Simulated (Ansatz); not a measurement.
Gas-phase electronic energies from Ansatz, PBE0-D4/def2-TZVP geometries. CCSD(T)/CBS adds triple-zeta CCSD(T) − MP2 to the extrapolated MP2 energy (def2 sets, frozen cores). DFT in def2-TZVPP. B3LYP here is the variant with VWN-RPA as its local correlation; programs differ in this. For Ge outer-core shells are correlated without core-valence functions, which leaves a few kJ/mol of doubt a bond. Scalar relativity is left out up to krypton. One conformer a species, not always the lowest.

`B[SiH](N)[SiH2]F` + `O[CH2][GeH3]` → `BO[CH2][GeH3]` + `N[SiH2][SiH2]F`  (cleavage of the B–Si bond)

`B[SiH](N)[SiH2]F`:

Z-matrix (Å, degrees):
```
Si
N 1 1.723
Si 1 2.353 2 110.0
B 1 1.991 2 113.9 3 -118.5
H 1 1.504 2 115.2 3 115.4
H 2 1.006 1 121.6 3 -57.9
H 2 1.006 1 120.1 3 153.7
F 3 1.609 1 110.9 2 -74.0
H 3 1.490 1 111.8 2 45.4
H 3 1.487 1 110.7 2 166.8
H 4 1.197 1 118.4 2 -177.3
H 4 1.196 1 123.8 2 5.1
```

`O[CH2][GeH3]`:

```xyz
9

O    -0.082   -1.111    1.255
C    -0.625   -0.067    0.469
Ge    0.703    0.419   -0.899
H    -0.723   -1.356    1.927
H    -0.850    0.825    1.068
H    -1.551   -0.371   -0.036
H     1.996    0.906   -0.228
H     0.123    1.551   -1.767
H     1.009   -0.796   -1.789
```

`BO[CH2][GeH3]`:

```xyz
11

B    -1.190   -0.757    1.571
O    -0.681    0.312    0.944
C    -0.503    0.353   -0.464
Ge    1.419    0.433   -0.905
H    -1.532   -1.723    0.939
H    -1.282   -0.690    2.762
H    -0.961   -0.522   -0.937
H    -1.000    1.248   -0.843
H     2.048    1.676   -0.261
H     1.576    0.504   -2.434
H     2.107   -0.833   -0.371
```

`N[SiH2][SiH2]F`:

```xyz
10

N    -0.444    1.624    0.576
Si    0.758    0.492    0.087
Si   -0.314   -1.551   -0.331
F    -1.529   -1.295   -1.361
H    -1.288    1.711    0.031
H    -0.171    2.517    0.956
H     1.565    0.872   -1.115
H     1.723    0.319    1.208
H     0.600   -2.548   -0.951
H    -0.901   -2.143    0.900
```

```json
{"level": "PBE-D4", "ΔE (kcal/mol)": "-38.1", "difference from CCSD(T)/CBS": "2.1"}
{"level": "r2SCAN-D4", "ΔE (kcal/mol)": "-39.7", "difference from CCSD(T)/CBS": "0.5"}
{"level": "B3LYP-D4", "ΔE (kcal/mol)": "-41.1", "difference from CCSD(T)/CBS": "-0.9"}
{"level": "ωB97X-V", "ΔE (kcal/mol)": "-40.2", "difference from CCSD(T)/CBS": "0.0"}
{"level": "PBE", "ΔE (kcal/mol)": "-38.3", "difference from CCSD(T)/CBS": "1.9"}
{"level": "PBE0", "ΔE (kcal/mol)": "-38.5", "difference from CCSD(T)/CBS": "1.7"}
{"level": "HF/def2-TZVPP", "ΔE (kcal/mol)": "-42.2", "difference from CCSD(T)/CBS": "-2.0"}
{"level": "MP2/def2-TZVPP", "ΔE (kcal/mol)": "-42.2", "difference from CCSD(T)/CBS": "-2.0"}
{"level": "HF/CBS(def2)", "ΔE (kcal/mol)": "-42.4", "difference from CCSD(T)/CBS": "-2.2"}
{"level": "MP2/CBS(def2)", "ΔE (kcal/mol)": "-41.6", "difference from CCSD(T)/CBS": "-1.4"}
{"level": "CCSD(T)/CBS", "ΔE (kcal/mol)": "-40.2", "difference from CCSD(T)/CBS": "0"}
```

Largest T1 diagnostic among the species: 0.013.
